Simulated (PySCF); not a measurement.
# Trend along group 15: MS molecules

PBE0 with double-zeta basis sets in PySCF, for the lowest determinant that a PBE0 search found; no spin–orbit coupling. De refers to high-spin ground-configuration atoms. A positive dipole means M(−)S(+).

```
 M       basis  state (unpaired electrons)  Re (Å)  ωe (cm⁻¹)  De (eV)  μ (D)
 N  x2c-SVPall               doublet (π ↑)   1.501       1288     4.57   1.80
 P    def2-SVP               doublet (π ↑)   1.906        776     4.28  -0.70
Sb    def2-SVP               doublet (π ↑)   2.227        504     3.31  -2.42
Bi    def2-SVP               doublet (π ↑)   2.321        445     2.97  -3.19
```

The row for M = As is missing. Estimate Re, ωe and De as the mean of the rows for P and Sb, and compare with the calculation.

The means are 2.067 Å, 640 cm⁻¹ and 3.79 eV. PBE0 in def2-SVP gives AsS as a doublet (π ↑) with Re = 2.019 Å, ωe = 602 cm⁻¹, De = 3.84 eV, so the estimate is off by +4.8 pm, +6 % and -0.04 eV.

The rows differ in basis set, which adds steps of its own.

These are scalar-relativistic numbers at best; spin–orbit coupling would shift them, the dissociation energy most. States were picked by a PBE0 search and need not be the measured ground states.
